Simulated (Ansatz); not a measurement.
`N[SiH2]O[SiH2][SiH3]` + `C=CNC` → `C=CN(C)[SiH3]` + `N[SiH2]O[SiH3]`  (cleavage of the Si–Si bond)

Program: Ansatz. Geometries: PBE0-D4/def2-TZVP. ΔE: electronic, gas phase. CBS: MP2 limit from def2 TZ/QZ plus the TZ coupled-cluster correction, frozen cores. DFT in def2-TZVPP. One conformer a species, not always the lowest.

`N[SiH2]O[SiH2][SiH3]`:

Z-matrix (Å, degrees):
```
Si
O 1 1.640
N 1 1.704 2 114.4
H 1 1.482 2 106.9 3 119.6
H 1 1.482 2 107.0 3 -119.5
Si 2 1.637 1 142.8 3 1.6
H 3 1.005 1 123.6 2 85.3
H 3 1.005 1 123.4 2 -86.2
Si 6 2.347 2 112.6 1 -1.4
H 6 1.489 2 109.0 1 -122.6
H 6 1.489 2 109.1 1 119.9
H 9 1.489 6 111.9 2 61.4
H 9 1.491 6 108.5 2 -179.7
H 9 1.489 6 111.9 2 -60.8
```

`C=CNC`:

Z-matrix (Å, degrees):
```
C
N 1 1.442
H 1 1.092 2 109.3
H 1 1.099 2 113.8 3 -120.7
H 1 1.091 2 109.7 3 117.7
C 2 1.375 1 119.3 3 50.6
H 2 1.009 1 114.4 3 -169.0
C 6 1.334 2 127.0 1 151.7
H 6 1.088 2 113.2 1 -31.2
H 8 1.085 6 122.1 2 -3.4
H 8 1.081 6 120.2 2 175.0
```

`C=CN(C)[SiH3]`:

```xyz
14

C     1.432    0.538   -1.562
C     0.917   -0.336   -0.693
N    -0.084   -0.098    0.226
C    -0.641    1.235    0.269
Si   -0.816   -1.365    1.152
H     2.233    0.226   -2.217
H     1.087    1.560   -1.647
H     1.304   -1.351   -0.664
H     0.143    1.974    0.468
H    -1.126    1.501   -0.677
H    -1.383    1.306    1.067
H    -2.145   -1.777    0.617
H    -1.025   -0.886    2.543
H     0.105   -2.527    1.117
```

`N[SiH2]O[SiH3]`:

```xyz
11

N     2.172   -0.465   -0.789
Si    0.474   -0.440   -0.885
O    -0.266    0.201    0.431
Si   -1.648    0.629    1.182
H     2.715    0.373   -0.911
H     2.652   -1.136   -0.211
H     0.105    0.389   -2.058
H     0.013   -1.843   -1.022
H    -2.517   -0.560    1.391
H    -1.305    1.222    2.499
H    -2.393    1.630    0.373
```

| level | ΔE (kJ/mol) | difference from CCSD(T)/CBS |
| --- | --- | --- |
| PBE-D4 | -31.1 | 26.8 |
| PBE0-D4 | -37.9 | 20.0 |
| B2PLYP | -58.6 | -0.7 |
| HF/def2-TZVPP | -67.5 | -9.6 |
| MP2/def2-TZVPP | -70.0 | -12.1 |
| SCS-MP2/def2-TZVPP | -70.5 | -12.6 |
| MP2/def2-QZVPP | -70.2 | -12.3 |
| HF/CBS(def2) | -69.8 | -11.9 |
| MP2/CBS(def2) | -69.2 | -11.3 |
| CCSD/CBS(def2) | -58.9 | -1.0 |
| CCSD(T)/CBS | -57.9 | 0 |

Largest T1 diagnostic among the species: 0.012.

From PBE to PBE0 (25 % exact exchange), in def2-TZVPP and without D4, ΔE moves by −7.0 kJ/mol.
